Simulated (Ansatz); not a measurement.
Molecule: 2-methylprop-2-ene-1-selenol, C$_{4}$H$_{8}$Se, charge 0, multiplicity 1. 
Geometry from a B3LYP-D3(BJ)/def2-TZVP (Ansatz, a quantum-chemistry and plane-wave program) optimisation:
SMILES: C=C(C)C[SeH]
```xyz
13

C     -2.1514     1.4023     0.4879
C     -1.4058     0.3067     0.6146
C     -1.9699    -1.0760     0.4727
C      0.0529     0.4074     0.9215
Se     1.2420    -0.1556    -0.5815
H     -3.2114     1.3440     0.2752
H     -1.7257     2.3928     0.5899
H     -1.5044    -1.5970    -0.3676
H     -1.7706    -1.6712     1.3691
H     -3.0459    -1.0525     0.3072
H      0.3500     1.4339     1.1222
H      0.3376    -0.2087     1.7728
H      1.1874    -1.5943    -0.2785
```

Dipole moments at this geometry, in debye (magnitudes).

```tsv
level	program	dipole (D)
SVWN5/def2-TZVPD	Ansatz	1.40
BLYP/def2-TZVPD	Ansatz	1.34
r2SCAN/def2-TZVPD	Ansatz	1.45
B97M-V/def2-TZVPD	Ansatz	1.37
B3LYP/def2-TZVPD	Ansatz	1.38
PBE0/def2-TZVPD	Ansatz	1.42
BHLYP/def2-TZVPD	Ansatz	1.43
HSE06/def2-TZVPD	Ansatz	1.42
CAM-B3LYP/def2-TZVPD	Ansatz	1.40
LC-wPBE/def2-TZVPD	Ansatz	1.43
wB97M-V/def2-TZVPD	Ansatz	1.37
wB97X-V/def2-TZVPD	Ansatz	1.42
CCSD(T)/aug-cc-pVDZ	Ansatz	1.37
```
